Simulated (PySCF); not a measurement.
C₂H₆Si, SMILES C[Si]C (connectivity only; charge and spin as stated), charge -1, multiplicity 2.

Coordinates come from a B3LYP-D3(BJ)/def2-SVPD optimisation. The multiplicity is an assumed one; other spin states were not compared. The isomer is the one that the SMILES or the coordinates give; other isomers of the formula were not compared.

The numbers are results of B3LYP-D3(BJ)/def2-SVPD (PySCF), not measurements.

Frequencies are harmonic and unscaled.

Task: List the normal modes with their intensities. (The exact figures need the calculation; the answer reports its results.)

Result: 
```tsv
mode	ν (cm⁻¹)	IR (km/mol)	moving atoms (share of kinetic energy)
1	133	0.0	H 97 %
2	156	0.1	H 93 %
3	217	0.5	C 45 %, H 40 %, Si 16 %
4	549	24.0	C 54 %, Si 30 %, H 16 %
5	563	43.8	C 50 %, Si 35 %, H 15 %
6	639	0.0	H 86 %, C 14 %
7	652	0.1	H 82 %, C 14 %
8	657	1.1	H 84 %, C 14 %
9	809	33.4	H 69 %, C 25 %
10	1174	3.5	H 81 %, C 19 %
11	1186	2.6	H 82 %, C 18 %
12	1409	0.0	H 94 %
13	1411	7.3	H 95 %
14	1417	0.0	H 95 %
15	1422	3.7	H 95 %
16	2924	100.8	H 97 %
17	2925	195.0	H 97 %
18	2966	114.9	H 91 %, C 9 %
19	2975	0.0	H 91 %, C 9 %
20	3029	59.1	H 91 %, C 9 %
21	3031	48.5	H 91 %, C 9 %
```
